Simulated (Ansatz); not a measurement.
A nudged elastic band was laid between two geometries of a periodic cell of 17 atoms, MgRh$_{16}$ (surface Rh(110), adsorbate Mg).

Method: DFT PBE-D3(BJ), scalar-relativistic, plane waves, PAW in Ansatz. Settings: cutoff 420 eV, k mesh 2x3x1, fermi-dirac smearing 0.05 eV, no spin polarisation.

| Property | Result |
| --- | --- |
| movable images | 6 |
| climbing image | from the first iteration |
| spring | 5.0 eV/Å² |
| optimiser | quadratic models (default) |
| start path | default |
| force threshold | 0.05 eV/Å |
| iteration limit | 30 |
| end points | relaxed |
| atoms held | 1 to 4 |

Initial state:

```xyz
17
Lattice="7.6000 0.0000 0.0000 0.0000 5.3740 0.0000 0.0000 0.0000 17.0305" Properties=species:S:1:pos:R:3
Rh 1.900 1.344 1.000
Rh 5.700 1.344 1.000
Rh 1.900 4.031 1.000
Rh 5.700 4.031 1.000
Rh 0.002 0.007 2.190
Rh 3.798 0.007 2.191
Rh 0.001 2.681 2.191
Rh 3.798 2.681 2.188
Rh 1.899 1.342 3.590
Rh 5.699 1.343 3.684
Rh 1.899 4.031 3.680
Rh 5.699 4.031 3.567
Rh 0.019 0.015 4.859
Rh 3.778 0.015 4.859
Rh 0.022 2.671 4.859
Rh 3.776 2.671 4.857
Mg 5.698 4.019 6.230
```

Final state:

Only the atoms that move by more than 0.05 Å are listed.
```
Rh9 1.899 1.344 3.680
Rh10 5.699 1.344 3.567
Rh11 1.899 4.029 3.590
Rh12 5.699 4.030 3.684
Mg17 5.698 6.706 6.230
```

Question: What changes between the two ends?

Answer: The atom that moves furthest is Mg17, by 2.69 Å; four of its nearest neighbours are Rh12 2.66, Rh16 2.72, Rh15 2.72, Rh14 2.73 Å at the first end and Rh10 2.66, Rh14 2.72, Rh13 2.72, Rh16 2.73 Å at the last.

Question: What energy profile does the band end with?

Answer: It converged. The highest image is number 4 of 0 to 7, 0.257 eV above the ends, which have the same energy within 2 meV. The order of the point at the top wasn't checked. Limits of this set-up: coarse k mesh, thin slab, slab without dipole correction, a typed lattice constant that wasn't relaxed here.

| image | path coordinate (Å) | energy (eV) | Rh12–Mg17 (Å) | Rh10–Mg17 (Å) |
| --- | --- | --- | --- | --- |
| 0 | 0.00 | 0.000 | 2.66 | 3.69 |
| 1 | 0.35 | 0.034 | 2.67 | 3.49 |
| 2 | 0.70 | 0.126 | 2.71 | 3.26 |
| 3 | 1.05 | 0.219 | 2.79 | 3.06 |
| 4 | 1.41 | 0.257 | 2.91 | 2.91 |
| 5 | 1.87 | 0.195 | 3.12 | 2.76 |
| 6 | 2.33 | 0.065 | 3.40 | 2.68 |
| 7 | 2.79 | 0.000 | 3.69 | 2.66 |

Question: What is the geometry of the highest image?

Answer: 
```xyz
17
Lattice="7.6000 0.0000 0.0000 0.0000 5.3740 0.0000 0.0000 0.0000 17.0305" Properties=species:S:1:pos:R:3
Rh 1.900 1.344 1.000
Rh 5.700 1.344 1.000
Rh 1.900 4.031 1.000
Rh 5.700 4.031 1.000
Rh -0.021 0.000 2.169
Rh 3.821 0.000 2.169
Rh -0.027 2.687 2.205
Rh 3.827 2.687 2.205
Rh 1.900 1.390 3.587
Rh 5.700 1.347 3.680
Rh 1.900 3.984 3.588
Rh 5.700 4.028 3.681
Rh 0.142 0.000 4.808
Rh 3.657 0.000 4.808
Rh 0.028 2.687 4.876
Rh 3.772 2.687 4.876
Mg 5.700 5.374 6.257
```

Time of the run: 5.2 min on 4 threads of AMD EPYC 7B13 (Zen 3), with other jobs on the host, peak memory 4.1 GiB.
